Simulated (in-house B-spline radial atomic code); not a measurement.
# How G0W0 and RPA depend on the start: Au VII (Au6+)

Configuration [Xe] 4f14 5d5, highest spin. Computed with an all-electron radial atomic-structure program (B-spline basis): all electrons, scalar-relativistic (spin-free one-electron X2C), finite nucleus, each spin shell either full or empty, empty states to l = 9 with an (l + 1/2)⁻⁴ tail; G0W0 by contour deformation at full frequency.

Without the two-electron picture change, the correlation of inner shells comes somewhat too large for so heavy an element.

| start | mean-field 5d up (eV) | G0W0 (eV) | QP weight | RPA correlation (Eh) |
| --- | --- | --- | --- | --- |
| Hartree-Fock | -96.74 | ? | ? | ? |
| LDA VWN5 | -88.21 | -97.18 | 0.960 | -6.6362 |
| PBE | -88.13 | -97.14 | 0.960 | -6.6302 |
| PBE0 | -90.56 | -97.17 | 0.968 | -6.5251 |
| r2SCAN | -88.80 | -97.07 | 0.965 | -6.56 |
| HSE06 | -90.10 | -97.19 | 0.967 | -6.5305 |
| B3LYP (VWN-RPA) | -89.86 | -97.22 | 0.967 | -6.5476 |
| SCAN | -88.78 | ? | ? | ? |
| TPSS | -88.19 | -97.15 | 0.962 | -6.6145 |
| BHandHLYP | -92.58 | -97.24 | 0.972 | -6.427 |
| CAM-B3LYP | -91.76 | -97.29 | 0.971 | -6.5167 |
| LC-wPBE | -93.25 | -97.32 | 0.973 | -6.5362 |
| wB97X | -92.78 | -97.16 | 0.973 | -6.5051 |
| PBEsol | -88.12 | -97.14 | 0.961 | -6.6325 |
| BLYP | -87.73 | -97.19 | 0.959 | -6.632 |
| r2SCAN0 | -91.03 | -97.12 | 0.970 | -6.4769 |
| LDA exchange-only | -86.82 | -97.31 | 0.956 | -6.6358 |

(1) What G0W0 level, weight and RPA correlation energy follow from the SCAN start?

(2) What G0W0 level, weight and RPA correlation energy follow from the Hartree-Fock start?

(3) How much of the dependence on the start does G0W0 remove?

## Answers

(1) G0W0 level -97.04 eV, weight 0.965, RPA correlation -6.563 hartree.

(2) G0W0 level -97.29 eV, weight 0.978, RPA correlation -6.2412 hartree.

(3) The mean-field levels span 9.92 eV and the G0W0 levels 0.285 eV. Against 94 ± 2 eV (NIST, tabulated theory) the G0W0 removal energies are off by +3.04 to +3.32 eV, with spin-orbit coupling, Breit and QED terms left out.
